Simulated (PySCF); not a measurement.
# What a mistake does to a calculation on BC2H8Si

All numbers below are calculated, not measured. The program is PySCF 2.14.0, an open-source quantum chemistry code, run on an isolated molecule that a program drew, which may never have been made. The molecule is BC2H8Si (charge 0, doublet), drawn as the SMILES string `[BH]C(C)[SiH3]`.

Each row is a Hartree-Fock (HF) and frozen-core CCSD(T) single point in the cc-pV(D+d)Z basis, meant for a local HF minimum. Run 1 is clean. Each other run has one planted mistake out of seven kinds, and not every kind appears here: one electron removed, one electron added, multiplicity raised by two, geometry at a saddle point, minimal basis STO-3G, one bond length entered in bohr, all coordinates scaled. The reference is restricted for singlets and unrestricted otherwise, and also for a bond in bohr. Adding or removing an electron swaps singlet and doublet. Electrons count all cores. HOMO and LUMO are orbital energies over both spins, the gradient is its largest component, and the lowest frequency (negative if imaginary) is given only where the gradient is small. Bond lengths are over the 11 bonds as drawn. T1 is the CCSD diagnostic: over 0.02 (restricted) or 0.045 (unrestricted) a single reference is doubtful.

Geometry of the clean run:
```xyz
12
BC2H8Si, angstrom
B    -0.6237    1.7278    0.6472
C     0.7903    1.4230    0.0814
C     1.7309    2.6318   -0.1047
Si    0.5928    0.4348   -1.5400
H    -1.4081    0.9332    1.0858
H     1.2533    0.6775    0.7480
H     1.9017    3.1465    0.8433
H     1.3018    3.3608   -0.7961
H     2.7063    2.3328   -0.4968
H     1.9404    0.1170   -2.0680
H    -0.1352    1.2235   -2.5631
H    -0.1432   -0.8272   -1.2965
```

```
run,electrons,basis functions,<S^2>,HOMO (eV),LUMO (eV),gradient (hartree/bohr),lowest frequency (cm^-1),mean bond (Å),longest bond (Å),T1,HF (hartree),CCSD(T) (hartree),mistake
1,39,105,0.753,-8.78,1.98,2.1e-05,102,1.3664,1.909,0.0115,-393.94561,-394.47870,no fault
2,40,105,0.000,0.60,8.21,5.5e-02,-,1.3664,1.909,0.0157,-393.87396,-394.44831,one electron added
3,38,105,0.000,-17.15,-6.14,8.4e-02,-,1.3664,1.909,0.0162,-393.67076,-394.19846,one electron removed
4,39,105,0.753,-8.94,1.78,3.6e-02,-,1.4484,2.024,0.0119,-393.91321,-394.45590,all coordinates scaled
5,39,32,0.752,-7.09,7.05,3.0e-02,-,1.3664,1.909,0.0055,-389.36356,-389.59535,minimal basis STO-3G
6,39,105,3.766,-6.42,-2.17,1.3e-01,-,1.3664,1.909,0.0343,-393.75826,-394.28558,?
```

**Which mistake was planted in run 6, and what did it cost?**

Electrons, basis and geometry are unchanged, and <S^2> is 3.766, beside S(S+1) = 3.75 for a multiplicity of 4. So the mistake is: multiplicity raised by two. Subtracting run 1 and multiplying by 627.51 kcal/mol a hartree, the energy moved by 117.6 kcal/mol in HF and 121.2 kcal/mol in CCSD(T).

Cautions from the logs. Run 2: the HOMO is above zero, so the electron isn't bound and the energy depends on the basis.
